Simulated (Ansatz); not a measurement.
**Ligand exchange: GeH2(CH3)2 + BH(CH3)(SH) → GeH2(CH3)(SH) + BH(CH3)2**

Species: GeH2(CH3)2, singlet; BH(CH3)(SH), singlet; GeH2(CH3)(SH), singlet; BH(CH3)2, singlet. The partners trade CH3 for SH: Ge–CH3 and B–SH bonds give way to Ge–SH and B–CH3.

Shapes, held fixed at every level: PBE0-D4/def2-TZVP. Flexible molecules stand in one conformer, not always the lowest. Programs: Ansatz 0.2.0. The zero-point and thermal change to 298 K, harmonic and unscaled (PBE0-D4/def2-TZVP), is -2.5 kJ/mol.

| level | kind | ΔH(298 K) (kJ/mol) | less CCSD(T)/def2-TZVPP |
| --- | --- | --- | --- |
| HF/def2-SVP | Hartree–Fock | +19.8 | -12.5 |
| r2SCAN-D4/def2-TZVPP | meta-GGA | +27.6 | -4.7 |
| PBE0-D4/def2-TZVPP | global hybrid | +26.5 | -5.8 |
| MP2/def2-TZVPP | perturbation theory | +33.1 | +0.8 |
| CCSD(T)/def2-SVP | coupled cluster or CI | +39.3 | +7.0 |
| CCSD/def2-SVP | coupled cluster or CI | +36.2 | +3.9 |
| CCSD/def2-TZVPP | coupled cluster or CI | +29.5 | -2.8 |
| CCSD(T)/def2-TZVPP | coupled cluster or CI | +32.3 | 0.0 |

The highest level, CCSD(T)/def2-TZVPP, gives ΔH(298 K) = +32.3 kJ/mol; the levels span +19.8 to +39.3. The column of differences is taken from that level and isn't an error. No measured value is set beside it here. Relativity is left out for Ge. Outer-core shells of Ge are correlated, in sets that cover them unevenly.
